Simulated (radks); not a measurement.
Results of a calculation; reference values are marked as such.
Question: The lanthanum ion La+, 56 electrons, occupied as [Xe] 5d1 7p1 (not the ground configuration). Code: a radial shooting solver on a logarithmic mesh with Libxc functionals. Model: Dirac Kohn-Sham, LDA (Slater exchange, Perdew-Wang correlation), spin-unpolarised, spherical densities, finite nucleus; open shells fill j = l - 1/2 first; Fermi nuclear charge, rms radius 4.855 fm. Some entries of the table are withheld. Estimate them.

| orbital | occ. | eigenvalue (hartree) | <r> (bohr) | r(max) (bohr) |
|---|---|---|---|---|
| 1s1/2 | 2 | -1421.634 | 0.02509 | (1) |
| 2s1/2 | 2 | -226.5567 | 0.1071 | 0.09118 |
| 2p1/2 | 2 | -213.7979 | 0.08994 | (2) |
| 2p3/2 | 4 | -198.6355 | 0.09604 | (3) |
| 3s1/2 | 2 | -48.71438 | 0.2853 | 0.2609 |
| 3p1/2 | 2 | -43.32088 | 0.2749 | 0.2474 |
| 3p3/2 | 4 | -40.36739 | 0.2870 | 0.2587 |
| 3d3/2 | 4 | (4) | 0.2579 | 0.2081 |
| 3d5/2 | 6 | (5) | 0.2617 | 0.2113 |
| 4s1/2 | 2 | -10.10047 | 0.6545 | 0.6086 |
| 4p1/2 | 2 | -8.11551 | 0.6748 | 0.6189 |
| 4p3/2 | 4 | -7.48232 | 0.7021 | 0.6434 |
| 4d3/2 | 4 | -4.22148 | 0.7625 | (6) |
| 4d5/2 | 6 | -4.11163 | 0.7722 | (7) |
| 5s1/2 | 2 | -1.77564 | 1.552 | (8) |
| 5p1/2 | 2 | -1.23091 | 1.737 | 1.536 |
| 5p3/2 | 4 | -1.13564 | 1.815 | 1.603 |
| 5d3/2 | 1 | -0.43134 | 2.595 | 2.140 |
| 5d5/2 | 0 | -0.42250 | 2.631 | 2.171 |
| 7p1/2 | 1 | -0.12449 | 9.469 | 9.364 |
| 7p3/2 | 0 | -0.12068 | 9.635 | 9.598 |

Answer: 
(1) 1s1/2 r(max) (bohr): 0.01609
(2) 2p1/2 r(max) (bohr): 0.06951
(3) 2p3/2 r(max) (bohr): 0.07468
(4) 3d3/2 eigenvalue (hartree): -30.87873
(5) 3d5/2 eigenvalue (hartree): -30.24612
(6) 4d3/2 r(max) (bohr): 0.6674
(7) 4d5/2 r(max) (bohr): 0.6754
(8) 5s1/2 r(max) (bohr): 1.405
